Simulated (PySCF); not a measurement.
## C3H10SeSi: core ionisation energies

Species: C3H10SeSi.
Geometry (PBE0-D3(BJ)/def2-SVP, Å), atoms numbered from 1 in this order:
```xyz
15
C3H10SeSi angstrom
C     -2.021   -0.288   -0.682
C     -0.666    0.111   -0.124
C     -0.463   -0.362    1.303
Se     0.715   -0.620   -1.357
Si     2.522    0.463   -0.508
H     -2.823    0.127   -0.049
H     -2.137   -1.383   -0.695
H     -2.166    0.085   -1.706
H     -0.555    1.206   -0.179
H     -1.237    0.074    1.958
H      0.517   -0.067    1.707
H     -0.537   -1.459    1.368
H      3.639    0.209   -1.463
H      2.919   -0.026    0.848
H      2.253    1.932   -0.408
```

Computed, not measured: PySCF, delta-SCF UKS SCAN, pcX-2 on the ionised atom, pcseg-1 elsewhere, spin-free X2C. Binding energies are ΔSCF values: E(core-ionised, relaxed orbitals) − E(ground state) at a fixed geometry, referred to the vacuum level.

Task: What binding energy does each computed site have?

Result: 
| atom(s) | environment | level | binding energy (eV) | 2p1/2 (eV) | above the level's lowest (eV) | count |
| --- | --- | --- | --- | --- | --- | --- |
| Si5 | SiH3 silicon | Si 1s | 1846.67 | – | 0.00 | 1 |
| C2 | sp3 carbon bound to selenium | C 1s | 291.08 | – | +0.34 | 1 |
| C1/C3 | methyl carbon | C 1s | 290.74 | – | 0.00 | 2 |
| Si5 | SiH3 silicon | Si 2p3/2 | 106.87 | 107.49 | 0.00 | 1 |

The listed C 1s values span 0.34 eV, from C1/C3 (bonded to C and 3 H) to C2 (bonded to 2 C, Se and H). Summing the Pauling electronegativity differences to the bonded atoms, each weighted by its formal bond order, gives -1.05 for the lowest site and -0.35 for the highest.

Task: Express the binding energy of C 1s of C2 in atomic units and per mole.

Result: 291.08 eV = 10.6970 Eh = 28085 kJ/mol.

Task: Which effective nuclear charge Zeff reproduces each element's mean 1s value in the hydrogen-like formula E = 13.606 eV × Zeff²?

Result: C (Z = 6): mean 290.9 eV, Zeff = 4.62, Z − Zeff = 1.38; Si (Z = 14): mean 1846.7 eV, Zeff = 11.65, Z − Zeff = 2.35. Means run over the listed sites, weighted by atom count.

One atom of each set of topologically equivalent atoms was ionised and stands for the set; in this conformer not all members are related by symmetry, and their own values weren't computed. Spin–orbit coupling isn't in the SCF: each 2p doublet comes from a relaxed spin-free hole plus a matrix of the shell (mean-field spin–orbit coupling and the ground-state 2p splitting), with 2p3/2 averaged over its two sublevels. 2p1/2 minus 2p3/2 (ligand field included): Si 0.62 eV. No level of selenium is listed. Isolated species at its PBE0-D3(BJ)/def2-SVP geometry (one conformer only).

Run on one thread, Arm Neoverse V2 (aarch64), shared host with 96 logical CPUs at a one-minute load of 86.
